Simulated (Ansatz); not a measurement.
`C[CH2][GeH2][CH3]` → `[CH3][GeH2][CH3]` + `[CH2]` (triplet) at 600 K and 1 bar (formal loss of a carbene).

Gas-phase electronic energies from Ansatz, PBE0-D4/def2-TZVP geometries. CCSD(T)/CBS adds triple-zeta CCSD(T) − MP2 to the extrapolated MP2 energy (def2 sets, frozen cores). This one scheme is used for every species. Triplets are unrestricted, without spin–orbit coupling. For Ge outer-core shells are correlated without core-valence functions, which leaves a few kJ/mol of doubt a bond. Scalar relativity is left out up to krypton. Each species was taken in one conformer, which may not be the lowest.

```tsv
species	CCSD(T)/CBS energy (Eh)	H − E (kJ/mol)	S (J/(mol·K))
`C[CH2][GeH2][CH3]`	-2196.29761	376.6	455.4
`[CH3][GeH2][CH3]`	-2157.04003	288.7	397.8
`[CH2]` (triplet)	-39.09499	66.5	220.8
```

H − E and S are ideal-gas, rigid-rotor, harmonic terms from PBE0-D4/def2-TZVP, for one conformer and one mirror image of each species, with the whole ground term of open shells counted as degenerate. 1 Eh = 2625.50 kJ/mol, R = 8.31446 J/(mol·K).

Task: By hand: ΔE, ΔH, ΔS and ΔG.

Result: ΔE = (-2157.04003) + (-39.09499) − (-2196.29761) = 0.16259 Eh = 426.9 kJ/mol. Δ(H − E) = 288.7 + 66.5 − 376.6 = -21.4, so ΔH = 405.5 kJ/mol. ΔS = 397.8 + 220.8 − 455.4 = 163.2 J/(mol·K). ΔG = 405.5 − 600 × (163.2)/1000 = 307.6 kJ/mol.

Task: By hand: the equilibrium constant, and the temperature at which ΔG would vanish if ΔH and ΔS stayed fixed.

Result: log₁₀ K = −ΔG/(RT ln 10) = -26.8. ΔG = 0 at ΔH/ΔS = 2485 K.

The number of gas molecules changes by +1, which sets the sign of ΔS. A doubt of 5 kJ/mol in ΔE shifts log₁₀ K by 0.4 here. Other conformers and mirror images would add mixing entropy, several J/(mol·K) or more a flexible species. A triplet takes part, so the spin changes. These are equilibria of isolated gas molecules and say nothing of rates. Largest T1 diagnostic: 0.011 (customary marks: 0.02 for closed shells, 0.045 for open ones).
